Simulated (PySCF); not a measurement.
**Simulated characterisation data**

Level of theory: B3LYP/pcJ-1 coupling constants (spin–dipole term left out of most H,H and C,H couplings), GFN2-xTB structure, shieldings: GIAO PBE0/pcSseg-1, in PySCF 2.14.0 with density-fitted response routines (equivalent nuclei averaged, no relativistic terms, isolated molecule, single conformer).

δ = σ(ref) − σ, references computed at the same level: $^{1}$H and $^{13}$C vs TMS. Multiplet labels drop J under 1 Hz and among equivalent protons, and merge close values. Unscaled 3J(H,H) run several per cent high. Splittings of carbon signals by F and P are missing where no couplings were computed. Where no couplings were computed, multiplicities follow the n + 1 count of equivalent neighbours, and m marks all less simple cases (inequivalent or close neighbours, rings, F or P nearby). One-bond C–F couplings are unscaled and too large by tens of Hz. Shifts are as computed. Against solution values, carbons near 30 ppm lie about +3 ppm off and those near 130 ppm about +5 ppm. Of 1211 compounds with measured shifts, 218 miss one by over three times the rms of a fit or turn the order of signals round; such compounds aren't used in these exercises. OH and NH positions are gas-phase values without hydrogen bonding to other molecules.

Compound 1 (C$_{3}$H$_{9}$F$_{3}$Si$_{2}$). $^{1}$H NMR (500 MHz, computed): δ 4.66 (m, 1H), 4.20 (m, 1H), 4.09 (d, 3H), 1.30 (m, 1H), 0.35 (m, 3H). $^{13}$C{$^{1}$H} NMR (computed): δ 139.1, 16.4, -7.4. Structure: SMILES [C@H]([SiH2]C)([SiH3])C(F)(F)F.

Compound 2 (C$_{6}$H$_{9}$N). $^{1}$H NMR (500 MHz, computed): δ 7.04 (br s, 1H), 5.89 (s, 2H), 2.30 (s, 6H). $^{13}$C{$^{1}$H} NMR (computed): δ 128.2, 111.5, 15.2. Structure: SMILES Cc1ccc(C)[nH]1.

Compound 3 (C$_{6}$H$_{7}$FO). $^{1}$H NMR (500 MHz, computed): δ 6.77 (ddd, J = 5.7, 3.5, 1.0 Hz, 1H), 6.56 (dd, J = 3.5, 1.0 Hz, 1H), 5.31 (dt, J = 65.8, 1.0 Hz, 1H), 4.62 (m, 1H), 4.59 (m, 1H), 3.12 (m, 1H), 2.61 (m, 1H). $^{13}$C{$^{1}$H} NMR (computed): δ 153.5 (CH, d, J = 18.3 Hz), 146.7 (CH, d, J = 18.3 Hz), 97.3 (CH, d, J = 279.0 Hz), 92.9 (C, d, J = 18.6 Hz), 67.1 (CH2), 28.7 (CH2, d, J = 1.6 Hz). Structure: SMILES F[C@@H]1C=C[C@]12CCO2.
